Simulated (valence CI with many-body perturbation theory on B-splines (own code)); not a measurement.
Values are calculated unless marked as measured or tabulated.
La XXXV: magnetic and hyperfine properties of the levels

Level of theory: valence CI with perturbative core correlation (CI+MBPT): five valence electrons over a frozen Dirac-Fock core [Ar], radial functions for each j: 7 s, 7 p, 8 d, 6 f, 4 g, 1 h, with the one-electron correlation potential Σ1 (screened to all orders), the two-electron term Σ2, the three-electron term Σ3, Breit, model QED; selected single and double excitations, second order for the rest (own B-spline code, finite nucleus).

No measured spectrum was set against this ion. As an estimate, large intervals hold to a few tenths of a per cent, small ones and those within an open d or f shell to about a per cent. Only levels of the ground parity were solved; by the run's estimate the other parity begins above the list, which can be wrong where configurations are misplaced.

A/g_I is the dipole constant over the nuclear g factor μ/I (μ in nuclear magnetons, uniformly magnetised nucleus), B/Q the quadrupole constant per barn. Both hold the static response of the core; the bare values leave it out. Large factors of s and p1/2 electrons are usually good to 5 to 10 %; those of open d and f shells near neutrality can be off by tens of per cent, and small factors of p3/2, d and f electrons come from cancelling terms and can be off by a factor of two or in sign, in half-filled shells by more. B is blank for J = 1/2, where it vanishes, and for nearly pure S terms. Energies count from the lowest level.

Levels are named by their leading jj configuration (3d3/2^4 stands for four electrons in 3d with j = 3/2), which in mixed levels can hold well under half, so a name can repeat and another be missing. Letters in brackets count levels of one name in rising energy.

```csv
Level,E (cm⁻¹),g,A/g_I (MHz),A/g_I bare,B/Q (MHz/b),B/Q bare
(3d3/2^4 3d5/2) J=5/2,0,1.603,7790,8670,13100,13300
(3d3/2^3 3d5/2^2) J=5/2 [a],110250,1.224,10900,11200,16200,16500
(3d3/2^3 3d5/2^2) J=7/2 [a],177750,1.139,16900,17200,24500,24900
(3d3/2^3 3d5/2^2) J=3/2 [a],183660,1.265,19000,19400,21100,21500
(3d3/2^3 3d5/2^2) J=11/2,187140,1.146,20400,20700,231,206
(3d3/2^3 3d5/2^2) J=9/2,208440,1.151,18500,18700,23900,24300
(3d3/2^3 3d5/2^2) J=5/2 [b],216310,1.139,17900,18200,5210,5310
(3d3/2^3 3d5/2^2) J=1/2,225910,1.874,-9140,-7860,,
(3d3/2^3 3d5/2^2) J=7/2 [b],256040,1.129,21100,21400,-19500,-19800
(3d3/2^2 3d5/2^3) J=5/2 [a],282780,1.214,11900,12300,616,630
(3d3/2^3 3d5/2^2) J=3/2 [b],311070,0.809,35100,34900,-20800,-21100
(3d3/2^2 3d5/2^3) J=7/2 [a],314120,1.205,15000,15400,-7090,-7220
(3d3/2^2 3d5/2^3) J=11/2,320280,1.061,20900,21100,1240,1270
(3d3/2^2 3d5/2^3) J=9/2 [a],334430,1.144,17900,18200,-4460,-4550
(3d3/2^2 3d5/2^3) J=1/2 [a],342270,0.609,47500,47000,,
(3d3/2^2 3d5/2^3) J=13/2,349280,1.071,22000,22200,-50.6,-46.4
(3d3/2^2 3d5/2^3) J=3/2 [a],351790,1.186,17500,17800,2540,2580
(3d3/2^2 3d5/2^3) J=5/2 [b],366230,1.015,23100,23200,-5100,-5180
(3d3/2^2 3d5/2^3) J=9/2 [b],396190,1.101,20200,20400,1710,1740
(3d3/2^2 3d5/2^3) J=7/2 [b],410060,0.987,26600,26700,-968,-992
(3d3/2^2 3d5/2^3) J=5/2 [c],417120,1.034,22900,23000,6070,6170
(3d3/2^2 3d5/2^3) J=3/2 [b],436420,0.789,33700,33500,2450,2510
(3d3/2^2 3d5/2^3) J=7/2 [c],451610,1.056,24000,24100,5010,5100
(3d3/2^2 3d5/2^3) J=1/2 [b],457100,1.860,-7810,-6570,,
(3d3/2 3d5/2^4) J=5/2 [a],470500,1.208,10900,11300,-15300,-15600
(3d3/2^2 3d5/2^3) J=9/2 [c],493930,1.104,20000,20200,18200,18500
(3d3/2 3d5/2^4) J=7/2 [a],516820,1.191,15600,16000,-35500,-36100
(3d3/2 3d5/2^4) J=11/2,528480,1.062,21500,21700,-1540,-1530
(3d3/2 3d5/2^4) J=3/2 [a],542630,0.883,23500,23400,-23400,-23800
(3d3/2 3d5/2^4) J=5/2 [b],569330,1.120,18400,18600,19400,19700
(3d3/2 3d5/2^4) J=9/2,583970,1.108,19200,19400,-39300,-39900
(3d3/2^2 3d5/2^3) J=3/2 [c],599620,1.203,17900,18300,-16200,-16500
(3d3/2^2 3d5/2^3) J=5/2 [d],608160,1.109,17600,17800,-5320,-5390
(3d3/2 3d5/2^4) J=7/2 [b],621160,0.967,24800,24800,33500,34000
(3d3/2 3d5/2^4) J=1/2,686360,0.970,-675,-592,,
(3d5/2^5) J=5/2,749990,1.163,15400,15700,-34900,-35500
(3d3/2 3d5/2^4) J=3/2 [b],760250,0.888,34200,34100,34300,34900
```

(1) Take the isotope of mass number 138, with I = 5, μ = 3.7084 μN, leaving out the quadrupole term. What is the hyperfine structure of (3d3/2^3 3d5/2^2) J=5/2 [a]?

## Answers

(1) From the table A = 8060 MHz. Shifts from the centre of gravity in MHz: F = 5/2: -121000, F = 7/2: -92700, F = 9/2: -56400, F = 11/2: -12100, F = 13/2: 40300, F = 15/2: 101000.
